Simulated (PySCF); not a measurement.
PySCF input for HOZn, SMILES [Zn][OH] (connectivity only; charge and spin as stated), neutral, multiplicity 2, TDA-ωB97X/def2-TZVPD. Geometry: B3LYP-D3(BJ)/def2-TZVP. The spin state was assumed, not searched. The isomer is the one that the SMILES or the coordinates give; other isomers of the formula were not compared.

```python
import numpy as np
from pyscf import gto, scf, dft, tdscf

mol = gto.M(
    atom='''
    Zn   -0.00586234    0.43582803    0.00000000
    O     0.11535001   -1.40461065    0.00000000
    H    -0.74692988   -1.83795568    0.00000000
    ''',
    basis='def2-TZVPD',
    charge=0,
    spin=1,
    max_memory=1600,
    verbose=4,
)
mf = dft.UKS(mol, xc='wb97x').density_fit(auxbasis='def2-universal-jkfit')
mf.grids.level = 3
mf.conv_tol = 1e-9
mf.max_cycle = 100
mf.kernel()
fine, coarse = mf.grids, dft.Grids(mol).set(level=1).build(with_non0tab=True)
for _ in range(3):  # follow internal instabilities
    mf.grids = coarse
    mo, _, stable, _ = mf.stability(return_status=True, nroots=4)
    mf.grids = fine
    if stable:
        break
    mf.kernel(mf.make_rdm1(mo, mf.mo_occ))
mf.grids = dft.Grids(mol).set(level=1).build(with_non0tab=True)  # coarser grid for the response kernel
td = tdscf.TDA(mf)
td.nstates = 10
td.conv_tol = 1e-4
td.kernel(x0=td.get_init_guess(mf, 15))
td.analyze()
```

It prints:

```
PySCF version 2.14.0

[INPUT] verbose = 4
[INPUT] num. atoms = 3
[INPUT] num. electrons = 39
[INPUT] charge = 0
[INPUT] spin (= nelec alpha-beta = 2S) = 1
[INPUT] symmetry False subgroup None
[INPUT] Mole.unit = angstrom
[INPUT] Symbol           X                Y                Z      unit          X                Y                Z       unit  Magmom
[INPUT]  1 Zn    -0.005862340000   0.435828030000   0.000000000000 AA   -0.011078217049   0.823595614109   0.000000000000 Bohr   0.0
[INPUT]  2 O      0.115350010000  -1.404610650000   0.000000000000 AA    0.217979927366  -2.654329440147   0.000000000000 Bohr   0.0
[INPUT]  3 H     -0.746929880000  -1.837955680000   0.000000000000 AA   -1.411492907454  -3.473232864289   0.000000000000 Bohr   0.0

nuclear repulsion = 79.8824606246735
number of shells = 36
number of NR pGTOs = 164
number of NR cGTOs = 100
basis = def2-TZVPD
ecp = {}


[settings echo left out]
init E= -1854.81793202155
  alpha nocc = 20  HOMO = -0.218441515489516  LUMO = 0.0316129832883361
  beta  nocc = 19  HOMO = -0.434087298371269  LUMO = -0.218441515489523

WARN: HOMO -0.218441515489516 >= LUMO -0.218441515489523

cycle= 1 E= -1855.08293834611  delta_E= -0.265  |g|= 0.726  |ddm|= 1.05
  alpha nocc = 20  HOMO = -0.184021664856494  LUMO = 0.0388639653152839
  beta  nocc = 19  HOMO = -0.180109775339972  LUMO = -0.0574508696214906
  HOMO = -0.18010977534  LUMO = -0.0574508696215  gap/eV = 3.33772
cycle= 2 E= -1854.84280455123  delta_E= 0.24  |g|= 1.22  |ddm|= 0.921
  alpha nocc = 20  HOMO = -0.299884799962975  LUMO = 0.0436621682604683
  beta  nocc = 19  HOMO = -0.388411769157259  LUMO = -0.0791903037024539
  HOMO = -0.299884799963  LUMO = -0.0791903037025  gap/eV = 6.00540
cycle= 3 E= -1855.24471540316  delta_E= -0.402  |g|= 0.0322  |ddm|= 0.528
  alpha nocc = 20  HOMO = -0.302919495875379  LUMO = 0.0483487805368134
  beta  nocc = 19  HOMO = -0.38827792764284  LUMO = -0.0673441081923727
  HOMO = -0.302919495875  LUMO = -0.0673441081924  gap/eV = 6.41033
cycle= 4 E= -1855.24616703952  delta_E= -0.00145  |g|= 0.0129  |ddm|= 0.103
  alpha nocc = 20  HOMO = -0.303204806825931  LUMO = 0.0526912939092679
  beta  nocc = 19  HOMO = -0.38844511849753  LUMO = -0.0606399021312996
  HOMO = -0.303204806826  LUMO = -0.0606399021313  gap/eV = 6.60053
cycle= 5 E= -1855.2465685593  delta_E= -0.000402  |g|= 0.00904  |ddm|= 0.0599
  alpha nocc = 20  HOMO = -0.303964602057619  LUMO = 0.0550149220160193
  beta  nocc = 19  HOMO = -0.39013054563075  LUMO = -0.0580784643676893
  HOMO = -0.303964602058  LUMO = -0.0580784643677  gap/eV = 6.69090
cycle= 6 E= -1855.24668245203  delta_E= -0.000114  |g|= 0.00703  |ddm|= 0.0273
  alpha nocc = 20  HOMO = -0.30405135517897  LUMO = 0.0571256793631655
  beta  nocc = 19  HOMO = -0.388529186185648  LUMO = -0.0554623151037958
  HOMO = -0.304051355179  LUMO = -0.0554623151038  gap/eV = 6.76445
cycle= 7 E= -1855.24674271796  delta_E= -6.03e-05  |g|= 0.00273  |ddm|= 0.0196
  alpha nocc = 20  HOMO = -0.304112981778125  LUMO = 0.0595546180860487
  beta  nocc = 19  HOMO = -0.38753288403322  LUMO = -0.0527360675250961
  HOMO = -0.304112981778  LUMO = -0.0527360675251  gap/eV = 6.84031
cycle= 8 E= -1855.24677283502  delta_E= -3.01e-05  |g|= 0.000926  |ddm|= 0.0193
  alpha nocc = 20  HOMO = -0.304153586778021  LUMO = 0.0604486920165571
  beta  nocc = 19  HOMO = -0.387442588458052  LUMO = -0.0518339823132408
  HOMO = -0.304153586778  LUMO = -0.0518339823132  gap/eV = 6.86597
cycle= 9 E= -1855.24677685077  delta_E= -4.02e-06  |g|= 0.000323  |ddm|= 0.00694
  alpha nocc = 20  HOMO = -0.304172582766498  LUMO = 0.0606005124070564
  beta  nocc = 19  HOMO = -0.387458486879236  LUMO = -0.0517343113105326
  HOMO = -0.304172582766  LUMO = -0.0517343113105  gap/eV = 6.86920
cycle= 10 E= -1855.24677721884  delta_E= -3.68e-07  |g|= 0.000123  |ddm|= 0.00198
  alpha nocc = 20  HOMO = -0.304172974726534  LUMO = 0.0606182657527703
  beta  nocc = 19  HOMO = -0.387405907515662  LUMO = -0.0517272557664938
  HOMO = -0.304172974727  LUMO = -0.0517272557665  gap/eV = 6.86940
cycle= 11 E= -1855.24677725247  delta_E= -3.36e-08  |g|= 7.39e-05  |ddm|= 0.00051
  alpha nocc = 20  HOMO = -0.304175061107088  LUMO = 0.0605964215237375
  beta  nocc = 19  HOMO = -0.38742826558841  LUMO = -0.0517552674494297
  HOMO = -0.304175061107  LUMO = -0.0517552674494  gap/eV = 6.86869
cycle= 12 E= -1855.24677725654  delta_E= -4.08e-09  |g|= 1.81e-05  |ddm|= 0.000198
  alpha nocc = 20  HOMO = -0.304174126801819  LUMO = 0.0605928601722405
  beta  nocc = 19  HOMO = -0.387424578846768  LUMO = -0.0517559030431656
  HOMO = -0.304174126802  LUMO = -0.0517559030432  gap/eV = 6.86865
cycle= 13 E= -1855.24677725692  delta_E= -3.79e-10  |g|= 3.28e-06  |ddm|= 6.29e-05
  alpha nocc = 20  HOMO = -0.304174144104834  LUMO = 0.0605916095591522
  beta  nocc = 19  HOMO = -0.387424418091439  LUMO = -0.0517562155766242
  HOMO = -0.304174144105  LUMO = -0.0517562155766  gap/eV = 6.86864
Extra cycle  E= -1855.24677725694  delta_E= -2.14e-11  |g|= 1.57e-06  |ddm|= 1.51e-05
converged SCF energy = -1855.24677725694  <S^2> = 0.75410769  2S+1 = 2.0041035
tot grids = 15096
uhf_internal: lowest eigs of H = [0.2192062  0.24962612 0.29706034 0.31127284]
<class 'pyscf.df.df_jk.DFUKS'> wavefunction is stable in the internal stability analysis
tot grids = 15096


******** <class 'pyscf.tdscf.uks.TDA'> for <class 'pyscf.df.df_jk.DFUKS'> ********
nstates = 10
deg_eia_thresh = 1.000e-03
wfnsym = None
conv_tol = 0.0001
eigh lindep = 1e-12
eigh level_shift = 0
eigh max_cycle = 100


Excitation energies (eV)
[3.11118467 3.97429561 4.14012549 4.31768792 5.53953902 6.50225169
 6.55892463 6.71313713 6.78454225 6.84854313]

** Excitation energies and oscillator strengths **
Excited State   1:      3.11118 eV    398.51 nm  f=0.0029
      19b ->   20b     -0.98218
      19b ->   31b      0.10159
Excited State   2:      3.97430 eV    311.97 nm  f=0.0441
      20a ->   21a      0.21181
      20a ->   24a      0.10297
      20a ->   26a     -0.10930
      18b ->   20b     -0.92739
Excited State   3:      4.14013 eV    299.47 nm  f=0.1444
      20a ->   21a      0.84308
      20a ->   24a      0.45407
      18b ->   20b      0.21821
Excited State   4:      4.31769 eV    287.15 nm  f=0.1634
      20a ->   22a      0.86115
      20a ->   25a      0.47995
Excited State   5:      5.53954 eV    223.82 nm  f=0.2433
      20a ->   23a     -0.84520
      20a ->   26a      0.33947
      20a ->   27a     -0.27588
      20a ->   28a      0.13954
      18b ->   20b     -0.13485
Excited State   6:      6.50225 eV    190.68 nm  f=0.0096
      19a ->   22a      0.24548
      19a ->   25a      0.14440
      20a ->   21a     -0.10138
      20a ->   24a      0.10607
      20a ->   26a      0.12283
      12b ->   20b     -0.28570
      17b ->   20b     -0.85803
      19b ->   22b     -0.12947
Excited State   7:      6.55892 eV    189.03 nm  f=0.0018
      19a ->   21a     -0.84387
      19a ->   24a     -0.43765
      19a ->   26a      0.20309
      19a ->   28a      0.11926
Excited State   8:      6.71314 eV    184.69 nm  f=0.0046
      19a ->   22a     -0.61712
      19a ->   25a     -0.35550
      19a ->   29a     -0.12799
      20a ->   24a      0.12012
      12b ->   20b     -0.12819
      17b ->   20b     -0.26858
      19b ->   22b      0.51817
      19b ->   25b      0.24277
      19b ->   29b      0.10006
Excited State   9:      6.78454 eV    182.75 nm  f=0.0017
      20a ->   21a     -0.28791
      20a ->   23a      0.33252
      20a ->   24a      0.59364
      20a ->   26a      0.56705
      20a ->   30a      0.14602
      17b ->   20b      0.23429
Excited State  10:      6.84854 eV    181.04 nm  f=0.0002
      20a ->   25a      0.12045
      19b ->   21b     -0.88298
      19b ->   24b      0.36453
      19b ->   26b      0.11311
      19b ->   27b      0.10814

** Transition electric dipole moments (AU) **
state          X           Y           Z        Dip. S.      Osc.
  1         0.0000      0.0000     -0.1952      0.0381      0.0029
  2         0.3974     -0.5435      0.0000      0.4532      0.0441
  3         1.1567      0.2930      0.0000      1.4239      0.1444
  4        -0.0000     -0.0000      1.2429      1.5449      0.1634
  5         0.1394     -1.3316     -0.0000      1.7925      0.2433
  6        -0.2348     -0.0733     -0.0000      0.0605      0.0096
  7        -0.0000      0.0000      0.1058      0.0112      0.0018
  8        -0.0951     -0.1379      0.0000      0.0280      0.0046
  9         0.1006      0.0169     -0.0000      0.0104      0.0017
 10         0.0000     -0.0000      0.0367      0.0013      0.0002

** Transition velocity dipole moments (imaginary part, AU) **
state          X           Y           Z        Dip. S.      Osc.
  1         0.0000      0.0000     -0.0272      0.0007      0.0043
  2         0.0221     -0.0140      0.0000      0.0007      0.0031
  3         0.0790      0.0137      0.0000      0.0064      0.0281
  4        -0.0000     -0.0000      0.0921      0.0085      0.0357
  5         0.0211     -0.2459      0.0000      0.0609      0.1994
  6        -0.0476     -0.0193     -0.0000      0.0026      0.0074
  7        -0.0000      0.0000      0.0204      0.0004      0.0012
  8        -0.0232     -0.0200      0.0000      0.0009      0.0025
  9        -0.0054      0.0355      0.0000      0.0013      0.0034
 10         0.0000      0.0000      0.0044      0.0000      0.0001

** Transition magnetic dipole moments (imaginary part, AU) **
state          X           Y           Z
  1        -0.0606      0.0859     -0.0000
  2        -0.0000     -0.0000      0.1296
  3        -0.0000     -0.0000      0.6921
  4        -0.7252     -0.0326     -0.0000
  5         0.0000      0.0000      0.0172
  6        -0.0000     -0.0000     -0.0008
  7         0.0278      0.0503      0.0000
  8         0.0000      0.0000      0.0275
  9         0.0000     -0.0000      0.1220
 10        -0.0438      0.0671     -0.0000
```

The run converged.

Cost: roughly 40 core-seconds.
